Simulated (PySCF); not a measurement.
## Stretching TeO

Set-up: basis Te aug-cc-pVDZ-PP with ECP28, O aug-cc-pVDZ; scalar-relativistic core potentials; PySCF 2.14. Energies in eV from Te + O in their ground configurations at the same level. State: ³Σ⁻ (triplet), unpaired electrons π ↑↑.

Curves on a restricted Hartree–Fock reference rise too fast on stretching and do not dissociate correctly.

```json
{"R (Å)": "1.588", "ROHF-MP2": "-2.127", "PBE": "-2.467", "B2PLYP": "-1.888"}
{"R (Å)": "1.661", "ROHF-MP2": "-3.267", "PBE": "-3.591", "B2PLYP": "-2.994"}
{"R (Å)": "1.735", "ROHF-MP2": "-3.927", "PBE": "-4.241", "B2PLYP": "-3.626"}
{"R (Å)": "1.791", "ROHF-MP2": "-4.188", "PBE": "-4.503", "B2PLYP": "-3.878"}
{"R (Å)": "1.846", "ROHF-MP2": "-4.288", "PBE": "-4.620", "B2PLYP": "-3.988"}
{"R (Å)": "1.901", "ROHF-MP2": "-4.242", "PBE": "-4.628", "B2PLYP": "-3.991"}
{"R (Å)": "1.975", "ROHF-MP2": "-3.944", "PBE": "-4.514", "B2PLYP": "-3.875"}
{"R (Å)": "2.067", "ROHF-MP2": "-3.204", "PBE": "-4.236", "B2PLYP": "-3.592"}
{"R (Å)": "2.178", "ROHF-MP2": "-2.102", "PBE": "-3.789", "B2PLYP": "-3.093"}
{"R (Å)": "2.326", "ROHF-MP2": "-0.802", "PBE": "-3.116", "B2PLYP": "-2.156"}
```

Question: Put a parabola through the three lowest points of the PBE curve and estimate Re, k and ωe (reduced mass 14.24 u; 1 eV/Å² = 0.16022 mdyn/Å; ωe = 1302.8·√(k/μ) cm⁻¹).

Answer: Through R = 1.846, 1.901, 1.975 Å the second-order coefficient is 13.1 eV/Å², so Re ≈ 1.879 Å, k ≈ 4.19 mdyn/Å and ωe ≈ 707 cm⁻¹. A polynomial fit of higher order to the unrounded PBE energies gives Re = 1.878 Å, k = 4.86 mdyn/Å, ωe = 761 cm⁻¹; anharmonicity and rounding make the difference.

The higher-order fit for each curve: PBE: Re = 1.878 Å, ωe = 761 cm⁻¹, De = 4.64 eV; B2PLYP: Re = 1.875 Å, ωe = 750 cm⁻¹, De = 4.00 eV. ROHF-MP2 gives no reliable minimum on this grid.

Correlated steps freeze 5 core orbitals. Correlated levels converge slowly with the basis: in double zeta they bind strong bonds too weakly, by up to about 1 eV, and carry superposition errors of some tenths. Spin–orbit coupling is left out, which matters for elements this heavy, above all for dissociation energies. B2PLYP dipoles, levels and charges come from its SCF part alone. The state is the lowest determinant that a PBE0 search found; another state may lie lower at other levels.
